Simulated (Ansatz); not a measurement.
Consider the redistribution: `C[NH][Ga]([F])[F]` + `CB(C)N` → `[NH2][Ga]([F])[F]` + `CNB(C)C`.

Computed with Ansatz on PBE0-D4/def2-TZVP structures; ΔE is electronic, products minus reactants. CBS: MP2 limit from def2 TZ/QZ plus the TZ coupled-cluster correction, frozen cores. Functionals use def2-TZVPP. For Ga outer-core shells are correlated without core-valence functions, which leaves a few kJ/mol of doubt a bond. Scalar relativity is left out up to krypton. Each species was taken in one conformer, which may not be the lowest.

`C[NH][Ga]([F])[F]`:

Cartesian coordinates in Å:
```
C 1.012 -0.573 0.608
N 0.344 0.094 -0.490
Ga -1.354 0.644 -0.518
F -2.406 0.410 0.850
F -2.072 1.441 -1.888
H 1.867 0.004 0.976
H 0.322 -0.701 1.443
H 1.369 -1.568 0.323
H 0.918 0.249 -1.302
```

`CB(C)N`:

Z-matrix (Å, degrees):
```
C
B 1 1.578
H 1 1.094 2 114.2
H 1 1.095 2 110.6 3 121.7
H 1 1.095 2 110.6 3 -121.7
C 2 1.578 1 120.8 3 -180.0
N 2 1.398 1 119.6 3 0.0
H 6 1.095 2 110.6 1 -58.6
H 6 1.095 2 110.6 1 58.0
H 6 1.094 2 114.2 1 179.7
H 7 1.006 2 123.1 1 -180.0
H 7 1.006 2 123.1 1 0.1
```

`[NH2][Ga]([F])[F]`:

Cartesian coordinates in Å:
```
N 0.302 -0.015 -0.989
Ga -0.236 0.099 0.714
F -1.903 -0.077 1.179
F 0.855 0.485 2.012
H -0.297 -0.404 -1.697
H 1.278 -0.088 -1.220
```

`CNB(C)C`:

Cartesian coordinates in Å:
```
C -1.861 -1.011 0.177
N -0.945 0.055 0.496
B 0.356 0.285 0.035
C 1.079 -0.672 -0.992
C 1.119 1.561 0.571
H -2.156 -1.571 1.070
H -2.772 -0.632 -0.299
H -1.393 -1.711 -0.514
H -1.325 0.723 1.149
H 0.524 -1.561 -1.294
H 2.039 -1.005 -0.583
H 1.327 -0.115 -1.903
H 0.539 2.168 1.273
H 1.418 2.211 -0.259
H 2.050 1.275 1.072
```

| level | ΔE (kJ/mol) |
| --- | --- |
| r2SCANh-D4 | -4.5 |
| revPBE | -2.4 |

(1) What does CCSD(T)/CBS give? (An estimate is asked.)

Largest T1 diagnostic among the species: 0.014.

Answers

(1) The calculation gave: -5.2 kJ/mol. The listed levels differ from it by 0.7, 2.8 kJ/mol.

In def2-TZVPP, CCSD(T) changes the Hartree–Fock value by −4.2 kJ/mol (the triples alone add −0.8 kJ/mol) and MP2 by −4.3 kJ/mol. Leaving LDA and LC-ωPBE aside and taking each functional with its dispersion term where it has one, the values, not all of them listed here, spread over 2.1 kJ/mol, from revPBE-D4 to BHLYP-D4. LDA lies −3.5 kJ/mol from PBE without D4.
